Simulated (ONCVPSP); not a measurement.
# Scattering properties, ONCV potential for Be

```json
{
 "Element": "Be",
 "Generator": "ONCVPSP 4.0.1",
 "Type": "optimised norm-conserving Vanderbilt (ONCV)",
 "Functional": "PBE",
 "Relativity": "scalar-relativistic",
 "Frozen core": "none",
 "Valence charge": "4",
 "Reference configuration": "1s2 2s2",
 "Partial waves": "1s+2s: rc 0.70 bohr, ncon 4, nbas 7, qcut 20.9 1/bohr, 2 projectors; p scattering state at 0.03 Ha: rc 0.60 bohr, ncon 4, nbas 7, qcut 15.4 1/bohr, 2 projectors, debl 3.6 Ha; d scattering state at 0.35 Ha: rc 0.75 bohr, ncon 4, nbas 7, qcut 13.1 1/bohr, 2 projectors, debl 2.2 Ha",
 "Local potential": "polynomial inside 0.55 bohr (lpopt 3, dvloc0 0 Ha)",
 "Core correction": "none"
}
```

The phase is arctan(r·R′/R) of the radial function R(r), unwrapped; energies in Ha, scanned from -5 to 5 Ha. A pole is an energy at which the radial function vanishes at the test radius. The pseudo phase is shifted by a multiple of π to meet the all-electron one at the reference energy, and phase errors are pseudo minus all-electron; the curves can meet again beyond the range given. Levels narrower than the energy grid can be missing from the lists of poles.

Problem. For each channel, where are the poles, and over which energies does the pseudopotential scatter like the atom?

Solution.

| channel | radius (bohr) | reference energy (Ha) | poles, all-electron | poles, pseudo | unbroken range about the reference energy with phases within 0.05 rad | phase error 1 Ha above the reference energy (rad) |
| --- | --- | --- | --- | --- | --- | --- |
| s | 0.71 | -0.21 | -1.98 | -1.98 | the whole range | +0.000 |
| p | 0.61 | 0.03 | none | none | the whole range | -0.000 |
| d | 0.76 | 0.35 | none | none | the whole range | -0.000 |

Phases in the s channel:

```
E (Ha)  all-electron  pseudo
 -4.96        -0.735  -0.735
 -4.72        -0.860  -0.860
 -4.48        -0.971  -0.971
 -4.24        -1.068  -1.068
 -4.00        -1.152  -1.152
 -3.76        -1.226  -1.226
 -3.52        -1.291  -1.291
 -3.28        -1.348  -1.348
 -3.04        -1.399  -1.399
 -2.80        -1.444  -1.444
 -2.56        -1.485  -1.485
 -2.32        -1.522  -1.522
 -2.08        -1.557  -1.557
 -1.84        -1.589  -1.589
 -1.60        -1.619  -1.619
 -1.36        -1.647  -1.647
 -1.12        -1.673  -1.673
 -0.88        -1.699  -1.699
 -0.64        -1.724  -1.724
 -0.40        -1.748  -1.748
 -0.16        -1.771  -1.771
  0.08        -1.795  -1.795
  0.32        -1.818  -1.818
  0.56        -1.841  -1.841
  0.80        -1.865  -1.865
  1.04        -1.888  -1.888
  1.28        -1.913  -1.913
  1.52        -1.938  -1.938
  1.76        -1.963  -1.963
  2.00        -1.990  -1.990
  2.24        -2.018  -2.018
  2.48        -2.047  -2.047
  2.72        -2.078  -2.078
  2.96        -2.111  -2.110
  3.20        -2.145  -2.145
  3.44        -2.182  -2.182
  3.68        -2.222  -2.222
  3.92        -2.265  -2.264
  4.16        -2.311  -2.310
  4.40        -2.361  -2.360
  4.64        -2.414  -2.414
  4.88        -2.473  -2.472
```
